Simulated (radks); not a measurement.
Problem. Species: the chromium ion Cr2+. Configuration: [Ar] 3d4. Method: Dirac Kohn-Sham, LDA (Slater exchange, Perdew-Wang correlation), spin-unpolarised, spherical densities, point nucleus; open shells are shared between the two j in proportion to 2j + 1; speed of light set to 171.295 atomic units (1.25 times the physical value, a model run); computed with a radial shooting solver on a logarithmic mesh with Libxc functionals.

Spin-orbit splittings of the eigenvalues, e(l+1/2) - e(l-1/2), with zeta = 2 splitting/(2l+1) and mean radii in bohr:

shell  occ.  splitting (eV)  zeta (eV)  <r> j=l-1/2  <r> j=l+1/2
2p        6           5.486      3.657       0.2594       0.2612
3p        6          0.6626     0.4418       0.9545       0.9601
3d        4               ?          ?        1.221        1.224

Estimate the 3d splitting.

Solution. 0.06154 eV (zeta = 0.02461 eV).
